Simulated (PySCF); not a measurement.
# Correlation energy of C+ (carbon, charge +1)

[He] 2s2 2p1, 2P determinant. All numbers are calculated (PySCF 2.14, no relativity, point nucleus, in 6-31G*). Frozen: 1s2; 3 electrons correlated.

MP2 pair energies summed by pair of shells (mhartree):

| pair | energy | share (%) |
| --- | --- | --- |
| 2s-2s | -26.25 | 61.5 |
| 2s-2p | -16.45 | 38.5 |

Total MP2 correlation energy: -42.70 mhartree.

Same-spin part -2.47 and opposite-spin part -40.23 mhartree; SCS-MP2 scales them by 1/3 and 6/5 to -49.10 mhartree.

| level | correlation energy (mhartree) |
| --- | --- |
| CCSD | -66.97 |
| (T) | -0.72 |
| CCSD(T) | -67.69 |

Diagnostics: T1 = 0.0078, D1 = 0.0138, largest double amplitude 0.138.

Cost of the coupled-cluster step: 0.07 s of wall time on 1 thread of Neoverse-V2 (shared host), for 3 correlated electrons.
